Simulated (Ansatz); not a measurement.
Species: C₂H₈NSi (charge 0, doublet). SMILES: C[Si](C)N
Geometry: optimised at B3LYP-D3(BJ)/def2-TZVP (Ansatz, a program for electronic structure).

Quantity: enthalpy of formation at 298 K, in kcal/mol. Conventions: open shells spin-unrestricted; spin-orbit terms left out; 6-311+G** with 5d, 6d on Na to Ar in Ansatz; non-relativistic; 6-31G* and kin with 6d, 5d where marked; no dispersion term unless named; frozen cores in correlated levels; LANL2DZ with its own core potentials from Na on. CBS(X,Y): correlation extrapolated as X^-3; Hartree-Fock from the larger set. Ab initio and DFT rows: single points at B3LYP-D3(BJ) geometries (Ansatz), with unscaled harmonic terms from B3LYP/6-31G* (Ansatz) at its own minima, enthalpies of formation by atomisation with measured atoms.

Coupled cluster (Ansatz) is a level with limits of its own, used here on species with T1 under 0.025 (0.045 for open shells) and stable references: CCSD(T)/CBS(cc-pV(T+d)Z,cc-pV(Q+d)Z).

Value to compare with, CCSD(T)/CBS(cc-pV(T+d)Z,cc-pV(Q+d)Z) (Ansatz): -1.7 kcal/mol.

```tsv
level	program	enthalpy of formation at 298 K (kcal/mol)	difference
B3LYP/STO-3G	Ansatz	-196.5	-194.8
B3LYP/3-21G	Ansatz	30.0	31.7
B3LYP/LANL2DZ	Ansatz	31.9	33.6
B3LYP/6-31G	Ansatz	46.0	47.7
B3LYP/6-31G*	Ansatz	14.7	16.4
B3LYP/6-31+G*	Ansatz	16.3	18.0
B3LYP/6-31G**	Ansatz	4.2	5.9
B3LYP/def2-SVP	Ansatz	8.0	9.7
B3LYP/cc-pVDZ	Ansatz	29.7	31.4
B3LYP/6-311+G**	Ansatz	11.0	12.7
B3LYP/def2-TZVPD	Ansatz	3.1	4.8
```

Among the 10 habitual levels, B3LYP/STO-3G lies farthest from CCSD(T)/CBS(cc-pV(T+d)Z,cc-pV(Q+d)Z) (Ansatz) (-194.8 kcal/mol) and B3LYP/6-31G** nearest (5.9); 9 of 10 lie above it, and their mean absolute difference is 40.2 kcal/mol, the median 24.7. One case shows no general order.

The sets are all those run for this method; left out are runs that failed, that the program found above a lower state of the same kind, or whose <S^2> lies over 0.5 above the pure value.
